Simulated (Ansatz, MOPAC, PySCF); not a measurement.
N-methylmethanimine (SMILES C=NC) and HF (SMILES F) are pulled apart as rigid monomers along the line of their centres of mass, from the B3LYP-D3(BJ)/def2-TZVP minimum. Starting geometry (charge 0, multiplicity 1):
```xyz
10

C     -0.87117     0.98217     0.08531
N     -0.11876     0.13959     0.64317
C      0.56417    -0.86247    -0.15017
H     -1.37651     1.72741     0.69348
H     -1.04150     0.99873    -0.99527
H      0.34361    -0.78096    -1.21971
H      1.63899    -0.76360     0.00987
H      0.27398    -1.85130     0.20847
F      0.22327     0.18141     3.22763
H      0.10231     0.15884     2.27063
```

Interaction energies with rigid monomers; basis-set methods are counterpoise corrected unless marked otherwise.

Correlated levels freeze the cores. Rows in 3-21G carry no dispersion term and start afresh at each structure. The state that PM3 reach isn't checked.

Run with Ansatz (a program for electronic structure) with Gaussian orbitals; MOPAC for PM3 (differences of heats of formation); PySCF for 3-21G rows. 

```tsv
N2···H10 (Å)	PM3 (meV)	B3LYP/3-21G (no counterpoise) (meV)	B3LYP/def2-TZVPPD (meV)	SCS-MP2/aug-cc-pVDZ (meV)	CCSD/aug-cc-pVDZ (meV)
1.48	223.5	-627.2	-538.1	-430.9	-440.8
1.64	-134.7	-736.4	___	-521.8	-528.2
1.89	___	-706.9	-541.9	-500.1	-503.9
2.30	-100.2	-505.1	-367.4	-360.0	-361.5
2.96	-67.5	-216.5	-175.7	-184.4	-184.2
```

Fill in the missing entries.


- 1.89, PM3 (meV): -203.2
- 1.64, B3LYP/def2-TZVPPD (meV): -597.3
